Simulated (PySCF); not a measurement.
Compound: C6H13BO2.
Z-matrix (Å and degrees, PBE0-D3(BJ)/def2-SVP geometry), rows numbered from 1:
```
C 
C   1  1.5260
C   2  1.4938  1  112.86
C   3  1.3432  2  126.38  1  -123.68
B   4  1.5603  3  122.10  2  -179.79
O   5  1.3618  4  118.44  3    -0.99
C   6  1.4019  5  121.29  4   179.54
O   5  1.3661  4  124.17  3   178.93
C   8  1.3995  5  123.08  4    -0.57
H   1  1.1008  2  111.05  3    61.23
H   1  1.1015  2  111.24  3   -58.42
H   1  1.1010  2  111.24  3  -178.47
H   2  1.1029  1  110.39  3  -123.28
H   2  1.1064  1  108.76  3   120.36
H   3  1.0995  2  115.91  1    55.83
H   4  1.0984  3  117.21  2    -0.03
H   7  1.0999  6  108.34  5  -167.91
H   7  1.1033  6  111.45  5    72.83
H   7  1.1022  6  111.90  5   -47.74
H   9  1.1032  8  111.96  5   -61.49
H   9  1.1039  8  112.00  5    60.25
H   9  1.0999  8  108.40  5   179.41
```

The closed-shell ground state was solved at several levels (PySCF, density fitting, gas phase, non-relativistic).

| level | basis functions | total energy (Eh) | HOMO (eV) | LUMO (eV) | gap (eV) | dipole (D) |
| --- | --- | --- | --- | --- | --- | --- |
| wB97X-D/def2-SVPD | 290 | -411.4262 | -9.11 | 1.24 | 10.35 | 1.03 |
| PBE0/pcSseg-1 | 218 | -411.3031 | -7.22 | -0.47 | 6.75 | 1.07 |

Problem. Estimate the row for B3LYP/pcSseg-1, a basis of 218 functions; the other rows only guide the guess.

Solution. Total energy -411.8119 Eh, HOMO -6.98 eV, LUMO -0.66 eV, gap 6.32 eV, dipole 1.06 D.

Problem. Over all these levels, which gives the widest orbital gap and which the narrowest?

Solution. wB97X-D/def2-SVPD (range-separated hybrid) has the widest, 10.35 eV, and B3LYP/pcSseg-1 (global hybrid, 20 % exact exchange) the narrowest, 6.32 eV. Functional and basis both differ between the two, so the spread mixes both effects.

Problem. How far do the dipole and the HOMO energy spread over the levels?

Solution. The dipole runs from 1.03 to 1.07 D (mean 1.05 D) and the HOMO from -9.11 to -6.98 eV.

One conformer stands for the species.

Note: wB97X-D ran without an empirical dispersion term, which enters the total energy and its gradient alone.
